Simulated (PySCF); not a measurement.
## Working out the ionisation energy of Cr⁺

Cr⁺ [Ar] 3d5 (6S) → Cr²⁺ [Ar] 3d4 (5D). All numbers are calculated (PySCF 2.14, scalar relativity by spin-free X2C-1e, in cc-pVTZ-DK (7s6p4d2f1g, 68 functions)). Frozen: [Ar]. Energies in hartree (1 hartree = 27.21139 eV):

```csv
part,Cr⁺ (lower),Cr²⁺ (upper)
UHF,-1049.433610,-1048.882098
MP2 opposite-spin,0.000000,0.000000
MP2 same-spin,-0.076544,-0.040752
```

Question: What does Hartree-Fock give?

Answer: (-1048.882098) − (-1049.433610) = 0.551512 hartree = 15.007 eV.

Question: What do MP2 and SCS-MP2 (6/5 opposite-spin, 1/3 same-spin) give?

Answer: The opposite-spin parts differ by 0.000 eV and the same-spin parts by 0.974 eV. MP2: 15.007 + (0.000) + (0.974) = 15.981 eV. SCS-MP2: 15.007 + 1.2 × (0.000) + (0.974)/3 = 15.332 eV.

Reference: 16.486 eV (measured; NIST Atomic Spectra Database, ionization energies), between the lowest levels; spin-orbit coupling is absent from the calculation.

What remains against the reference includes basis incompleteness, the frozen core and correlation beyond second order.
